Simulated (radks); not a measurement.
Effect of the nuclear size on neutral hafnium, [Xe] 4f14 5d2 6s2. All-electron calculation, Dirac Kohn-Sham, LDA (Slater exchange, Perdew-Wang correlation), spin-unpolarised, spherical densities, finite nucleus; open shells fill j = l - 1/2 first; Fermi nuclear charge, rms radius 5.347 fm. Program: a radial shooting solver on a logarithmic mesh with Libxc functionals. The rms radius is varied about that value; shifts are against it.

rms radius (fm),total energy shift (eV),density at nucleus (e/bohr^3),1s1/2 shift (meV),2s1/2 shift (meV),5p1/2 shift (meV),6s1/2 shift (meV),5d3/2 shift (meV),6p1/2 (empty) shift (meV)
4.3792,-16.1,1.285e+06,-6560,-907,0.570,-0.473,0.470,0.182
5.1331,-3.75,1.22e+06,-1530,-211,0.133,-0.110,0.109,0.042
5.347,0,1.204e+06,0.000,0.000,0.000,0.000,0.000,0.000
5.5288,3.27,1.191e+06,1330,184,-0.115,0.096,-0.095,-0.037
6.2186,16.3,1.146e+06,6640,919,-0.576,0.479,-0.476,-0.184

Slopes of the eigenvalues against <r^2> in GHz/fm^2, as finite differences over the two radii next to the reference (eigenvalue slopes, not the field-shift constants of lines): 1s1/2 164000, 2s1/2 22600, 5p1/2 -14.2, 6s1/2 11.8, 5d3/2 -11.7, 6p1/2 (empty) -4.54.
